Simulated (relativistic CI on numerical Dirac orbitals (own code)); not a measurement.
From line strength to rate: Co I 3502.28 Å (air)

Problem. For 3d8.4s 4F_9/2 – 3d8.4p 4D°_7/2 of Co I a semi-empirical relativistic CI calculation gives the line strength S = 21.08 e²a₀² in the length gauge. The measured levels are 3482.78 and 32027.44 cm⁻¹ (NIST Handbook). Find gf, f, A and the partial lifetime.

Working.
1. σ = 32027.44 − 3482.78 = 28544.66 cm⁻¹, so the vacuum wavelength is 10⁸/σ = 3503.28 Å.
2. gf = 303.756 S/λ(Å) = 1.828, log gf = 0.262; with g = 10 for the lower level, f = 0.183.
3. A = 2.02613 × 10¹⁸ S/(g_u λ³) with g_u = 8: A = 1.24 × 10^8 s⁻¹.
4. The partial lifetime for this S is 1/A = 8.05 ns; in the calculation this line carries 57 % of the decay of the upper level.

Check. The Handbook lists A = 8.00 × 10^7 s⁻¹, a tabulated value with its own uncertainty (a few per cent for the best lines, 25 % or more for others); ours lies 55 % above it. The velocity form of the same calculation gives S = 19.3, and the gap between the two forms is a rough gauge of the error in S. A miss this large is common for lines of near-neutral atoms, where core polarisation and correlation outside the CI space change S. With the computed energy (23257 cm⁻¹) in place of the measured one the rate would change by the factor (σ_calc/σ)³ = 0.54.
